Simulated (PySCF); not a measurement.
Species: `Cc1[nH]ncc1C1CC1`. The columns A, B, C and D hold Mulliken, IAO, Hirshfeld and ESP-fitted charges (e) of one PBE0/pcSseg-1 density (PySCF), in a shuffled order. Coordinates in Å (GFN2-xTB); the density's dipole moment is (-0.64, -2.61, 0.90) D.

```json
{"atom": "C1", "x": "-1.871", "y": "-1.370", "z": "0.556", "A": "-0.643", "B": "-0.114", "C": "-0.434", "D": "-0.116"}
{"atom": "C2", "x": "-1.406", "y": "-0.039", "z": "0.089", "A": "+0.259", "B": "+0.032", "C": "+0.058", "D": "+0.194"}
{"atom": "N3", "x": "-2.214", "y": "1.044", "z": "0.034", "A": "+0.004", "B": "-0.023", "C": "-0.120", "D": "-0.305"}
{"atom": "N4", "x": "-1.583", "y": "2.134", "z": "-0.397", "A": "-0.575", "B": "-0.171", "C": "-0.257", "D": "-0.235"}
{"atom": "C5", "x": "-0.341", "y": "1.756", "z": "-0.625", "A": "+0.279", "B": "-0.039", "C": "-0.086", "D": "+0.193"}
{"atom": "C6", "x": "-0.160", "y": "0.390", "z": "-0.339", "A": "-0.358", "B": "-0.049", "C": "-0.100", "D": "-0.440"}
{"atom": "C7", "x": "1.059", "y": "-0.431", "z": "-0.450", "A": "-0.018", "B": "-0.042", "C": "-0.139", "D": "-0.217"}
{"atom": "C8", "x": "2.036", "y": "-0.473", "z": "0.696", "A": "-0.173", "B": "-0.093", "C": "-0.294", "D": "-0.179"}
{"atom": "C9", "x": "2.408", "y": "0.204", "z": "-0.586", "A": "-0.480", "B": "-0.088", "C": "-0.289", "D": "-0.177"}
{"atom": "H10", "x": "-2.957", "y": "-1.429", "z": "0.526", "A": "+0.170", "B": "+0.049", "C": "+0.149", "D": "+0.118"}
{"atom": "H11", "x": "-1.456", "y": "-2.155", "z": "-0.074", "A": "+0.196", "B": "+0.053", "C": "+0.161", "D": "+0.136"}
{"atom": "H12", "x": "-1.540", "y": "-1.553", "z": "1.579", "A": "+0.191", "B": "+0.050", "C": "+0.161", "D": "+0.143"}
{"atom": "H13", "x": "-3.192", "y": "1.091", "z": "0.274", "A": "+0.294", "B": "+0.155", "C": "+0.295", "D": "+0.185"}
{"atom": "H14", "x": "0.375", "y": "2.463", "z": "-0.993", "A": "+0.097", "B": "+0.053", "C": "+0.158", "D": "+0.070"}
{"atom": "H15", "x": "0.903", "y": "-1.369", "z": "-0.974", "A": "+0.146", "B": "+0.043", "C": "+0.144", "D": "+0.123"}
{"atom": "H16", "x": "2.500", "y": "-1.416", "z": "0.941", "A": "+0.099", "B": "+0.044", "C": "+0.146", "D": "+0.123"}
{"atom": "H17", "x": "1.830", "y": "0.150", "z": "1.553", "A": "+0.131", "B": "+0.043", "C": "+0.150", "D": "+0.128"}
{"atom": "H18", "x": "2.466", "y": "1.281", "z": "-0.587", "A": "+0.190", "B": "+0.047", "C": "+0.147", "D": "+0.132"}
{"atom": "H19", "x": "3.134", "y": "-0.270", "z": "-1.229", "A": "+0.189", "B": "+0.048", "C": "+0.150", "D": "+0.125"}
```

**Question.** Which column most likely holds the ESP-fitted charges?

**Answer.** A. Σ q r misses the density's dipole by 0.04 D (A), 0.48 D (C), 1.22 D (B), 1.87 D (D). Charges fitted to the outside potential are the only set here that is tied to the molecule's multipoles.

**Question.** And the Hirshfeld charges?

**Answer.** B. The mean sizes are 0.065 e (B), 0.176 e (D), 0.181 e (C), 0.236 e (A), and Hirshfeld charges are commonly the smallest of these schemes.

As computed, A = ESP-fitted, B = Hirshfeld, C = IAO, D = Mulliken. Hydrogens on carbon: ESP-fitted +0.10 to +0.20, Hirshfeld +0.04 to +0.05, IAO +0.14 to +0.16, Mulliken +0.07 to +0.14 e.

The Hirshfeld scheme divides the density at each point in proportion to the densities of the neutral, spherically averaged free atoms. The Mulliken scheme gives each basis function's population to the atom it is centred on and halves the overlap population of two atoms between them.

One conformer (not necessarily the lowest) at the GFN2-xTB geometry, without solvent, vibrations or thermal averaging.

The values belong to the conformer `[CH3:1][c:2]1[nH:3][n:4][cH:5][c:6]1[CH:7]1[CH2:8][CH2:9]1`: C5–C6–C7–C8 86°.
